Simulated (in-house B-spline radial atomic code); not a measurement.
Response of In II (In+) as one setting changes: the share of exact exchange in a PBE hybrid. A dash marks a strongly mixed or unbound state. Computed with a B-spline radial code for spherical atoms: linear response of the closed shell [Kr] 4d10 5s2 with the functional's adiabatic kernel; scalar-relativistic (spin-free one-electron X2C), finite nucleus, no spin-orbit coupling, no double excitations, S, P, D and F terms only; shells from n = 3 respond. Only terms of natural parity with L up to 3 were computed.

```csv
share of exact exchange in a PBE hybrid,lowest 1P (eV),"lowest 3P, Tamm-Dancoff (eV)",minus highest occupied level (eV),α (bohr³)
0,5s → 5p 7.779,5s → 5p 5.645,14.915,23.79
0.1,?,?,?,?
0.2,5s → 5p 7.614,5s → 5p 5.413,15.566,24.78
0.3,5s → 5p 7.529,5s → 5p 5.297,15.889,25.31
0.4,5s → 5p 7.443,5s → 5p 5.181,16.211,25.87
0.5,5s → 5p 7.355,5s → 5p 5.066,16.532,26.46
0.6,5s → 5p 7.266,5s → 5p 4.952,16.851,27.08
0.7,5s → 5p 7.176,5s → 5p 4.837,17.168,27.73
0.8,?,?,?,?
0.9,5s → 5p 6.992,5s → 5p 4.610,17.799,29.14
1,5s → 5p 6.898,5s → 5p 4.497,18.112,29.9
```

Task: What belongs in the row for 0.1?

Result: lowest 1P (eV): 5s → 5p 7.697; lowest 3P, Tamm-Dancoff (eV): 5s → 5p 5.529; minus highest occupied level (eV): 15.241; α (bohr³): 24.27.

Task: What belongs in the row for 0.8?

Result: lowest 1P (eV): 5s → 5p 7.085; lowest 3P, Tamm-Dancoff (eV): 5s → 5p 4.723; minus highest occupied level (eV): 17.484; α (bohr³): 28.42.
